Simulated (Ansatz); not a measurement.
Species: H₃Al, SMILES `[AlH3]` (charge 0, multiplicity 1), formula H₃Al.

Task: How many basis functions does frozen-core CCSD(T)/cc-pVTZ // B3LYP-D3(BJ)/def2-TZVP (Ansatz, a first-principles code) use, how many core orbitals are frozen, and how many electrons are correlated?

Result: 76 basis functions and 5 frozen orbitals, which leaves 6 correlated electrons. Core time is of the order of seconds.
